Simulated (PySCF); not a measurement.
ClFSn, neutral, multiplicity 1. Atoms are numbered in the order given.

```xyz
3

Sn     0.3434    -0.4290     0.0000
F     -1.4616    -1.1271     0.0000
Cl    -0.2362     1.8585     0.0000
```
Charge 0, spin multiplicity 1.

The structure is a stationary point at PBE0-D3(BJ)/def2-TZVP. The def2 effective core potentials stand for the cores of Sn; spin–orbit coupling is left out.

These are B3LYP/def2-TZVPD (PySCF) values and carry that method's errors.

Gas-phase values at a fixed geometry.

Computed frontier levels, gap, dipole moment and polarisability:
highest occupied level: -8.20 eV
lowest empty level: -3.27 eV
orbital gap: 4.93 eV
dipole moment: 3.56 D
quadrupole, principal values (traceless, Buckingham form, about the centre of nuclear charge): -7.91, 0.50, 7.42 D·Å
mean static polarisability: 54.3 bohr³ (8.04 Å³)
polarisability, principal values: 43.7, 49.4, 69.8 bohr³
